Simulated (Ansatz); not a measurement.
`CC(C)[O][GeH2][F]` + `[OH][InH][F]` → `CC(C)[O][InH][F]` + `[OH][GeH2][F]`  (substitution at a C–O bond)

Program: Ansatz. Geometries: PBE0-D4/def2-TZVP. ΔE: electronic, gas phase. CCSD(T)/CBS is the MP2 limit (def2-TZVPP, def2-QZVPP) plus CCSD(T) − MP2 in def2-TZVPP, frozen cores. Functionals use def2-TZVPP. Elements past krypton have def2 core potentials. For Ge, In outer-core shells are correlated without core-valence functions, which leaves a few kJ/mol of doubt a bond. Scalar relativity is left out up to krypton. One conformer a species, not always the lowest.

```json
{"species": "`CC(C)[O][GeH2][F]`", "PBE0-D4 energy (Eh)": "-2371.40901"}
{"species": "`[OH][InH][F]`", "PBE0-D4 energy (Eh)": "-366.34392"}
{"species": "`CC(C)[O][InH][F]`", "PBE0-D4 energy (Eh)": "-484.17627"}
{"species": "`[OH][GeH2][F]`", "PBE0-D4 energy (Eh)": "-2253.57535"}
```

Question: Work out ΔE.

Answer: ΔE = (-484.17627) + (-2253.57535) − (-2371.40901) − (-366.34392) = 0.00131 Eh = +0.04 eV. CCSD(T)/CBS gives +0.03 eV.

Largest T1 diagnostic among the species: 0.017.

In def2-TZVPP, CCSD(T) changes the Hartree–Fock value by −0.04 eV (the triples alone add −0.01 eV) and MP2 by −0.04 eV.
